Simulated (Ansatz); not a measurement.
A run for Ansatz (a program for electronic structure): R-wB97X-V/def2-TZVPP on HCl (SMILES Cl).

Ansatz 0.2 input:
```yaml
crystal:
  periodic: [false, false, false]
  atoms:
    - {symbol: Cl, position_ang: [-0.00000000, -0.00000000, 0.64100645]}
    - {symbol: H, position_ang: [0.00000000, 0.00000000, -0.64100645]}
basis:
  gaussian:
    orbitals: def2-TZVPP
hamiltonian:
  xc: {name: wB97X-V}
scf: {lower_state_search: off}
```

It printed:

```
WARN ansatz: RAYON_NUM_THREADS=4 ignored (pool sized by the plan → 4); use --threads N
Functional definition: wB97X-V
these checks for a lower state are left out or cut short: stability, starts, cluster_reference, orbital_swaps, neighbouring_geometries, increment
integrals: 0.01 GiB planned
369 factors; their error is unknown
integrals: 0.05 GiB planned
62 factors; integrals over basis functions are off by at most 9.0e-5 eV
mean field: 0.18 GiB planned
mean field evaluation 1: about -12537.2809 eV, gradient 1.0e1 eV
mean field evaluation 2: about -12537.5189 eV, gradient 6.6e0 eV
mean field evaluation 4: about -12537.5915 eV, gradient 1.6e-1 eV
mean field evaluation 8: about -12537.6123 eV, gradient 1.8e-2 eV
mean field -12537.61226744 eV, -460.7487525295 hartree, gradient 7.0e-6 eV, S^2 0.000000; 0 other end points of the search recorded, 0 dependent functions left out
reference -12537.61226649 eV, -460.7487524946 hartree; 9, 9 occupied and 47, 47 virtual orbitals, 369 factors
Total energy: -12537.61226649 eV, -460.7487524946 hartree
Checks for a lower state left out: stability, starts, cluster_reference, orbital_swaps, neighbouring_geometries, increment
```

The calculation finished and met its thresholds.

Cost: roughly 0.5 core-seconds.
